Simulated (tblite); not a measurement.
A tight-binding relaxation on `CCC[O+]([SiH3])[BH2-]C[SiH3]`.

Computed with GFN2-xTB geometry optimisation, gas phase (tblite 0.8.0). Start geometry: from a force field or distance geometry. A driver script takes a list of jobs; this job's settings line and coordinates (Å) are shown.

Command:
```bash
OMP_NUM_THREADS=1 python probes_run.py task.json out
```

Input:
```
{"job": {"kind": "relax", "xc": "GFN2-xTB", "basis": "xTB"}, "charge": 0, "multiplicity": 1}
C     -2.837000     0.594900     0.788700
C     -2.266200     0.019200    -0.479800
C     -0.764200     0.258600    -0.397800
O     -0.158700    -0.302500     0.666100
Si    -0.796100    -1.825300     1.146200
B      1.270200    -0.363500     0.473700
C      1.832600     0.347200    -0.811100
Si     3.444500     1.256700    -0.397300
H     -1.992300     0.716300     1.520400
H     -3.203800     1.643900     0.633500
H     -3.680900     0.047900     1.224300
H     -2.681200     0.596900    -1.314300
H     -2.533300    -1.041900    -0.646700
H     -0.625600     1.370600    -0.345100
H     -0.356600    -0.175500    -1.323800
H      0.102300    -2.424300     2.146300
H     -2.121500    -1.750200     1.750700
H     -0.819500    -2.757400    -0.015400
H      1.871400     0.089700     1.430000
H      1.636800    -1.513100     0.442900
H      1.996400    -0.445800    -1.572600
H      1.190700     1.147100    -1.230600
H      3.051500     2.609400     0.106700
H      4.244700     1.414500    -1.612000
H      4.184900     0.511000     0.604600
```

Output:
```
step      E/eV     max force
  0    -706.76600    3.643
  1    -707.25141    1.806
  2    -707.47166    0.934
  3    -707.59343    0.651
  4    -707.68035    0.537
  5    -707.73181    0.529
  6    -707.78139    0.484
  7    -707.84231    0.497
  8    -707.90580    0.495
  9    -707.96187    0.519
... (207 lines left out)
217    -708.57823    0.029
218    -708.57841    0.028
219    -708.57855    0.021
220    -708.57865    0.020
221    -708.57873    0.019
222    -708.57879    0.014
223    -708.57885    0.016
224    -708.57890    0.016
225    -708.57895    0.013
226    -708.57898    0.010
```

«max force» is the largest atomic force in eV/Å.

**Question.** From which step on does the largest force stay under 0.1 eV/Å, and how much energy is left to gain from there?

**Answer.** From step 119 (0.069 eV/Å), 54.2 meV above the end.

In short: energy lowered by 41.8 kcal/mol over 226 steps; largest atomic force 0.010 eV/Å at the end.

**Question.** Give the final coordinates.

**Answer.** 0.934 Å rms from the input after alignment:
```
atom  x, y, z in Å
C1    -2.6443    0.9453    1.0298
C2    -2.6186    0.0656   -0.2133
C3    -1.2170   -0.0492   -0.8074
O4    -0.3104   -0.6898    0.0701
Si5   -0.3929   -2.2860    0.4992
B6     0.9808    0.2396    0.6421
C7     2.0546    0.2590   -0.5552
Si8    3.6533    1.1613   -0.1065
H9    -1.9464    0.5686    1.7729
H10   -2.3569    1.9642    0.7809
H11   -3.6417    0.9634    1.4625
H12   -3.2781    0.4801   -0.9788
H13   -2.9772   -0.9366    0.0361
H14   -0.8149    0.9450   -1.0110
H15   -1.2595   -0.6105   -1.7482
H16    0.9568   -2.8215    0.4420
H17   -1.0251   -2.3758    1.8140
H18   -1.2387   -2.8979   -0.5311
H19    0.4873    1.2894    0.8987
H20    1.3137   -0.3809    1.6018
H21    2.3140   -0.7632   -0.8489
H22    1.6390    0.7301   -1.4516
H23    3.4059    2.5776    0.1851
H24    4.5894    1.1015   -1.2428
H25    4.3159    0.5447    1.0473
```

**Question.** Estimate the wall time. Hardware: Arm Neoverse N1, one thread, no GPU, on a shared host.

**Answer.** About 4.0 s.
Labels such as C1 count atoms from 1, the log's own numbers from 0.
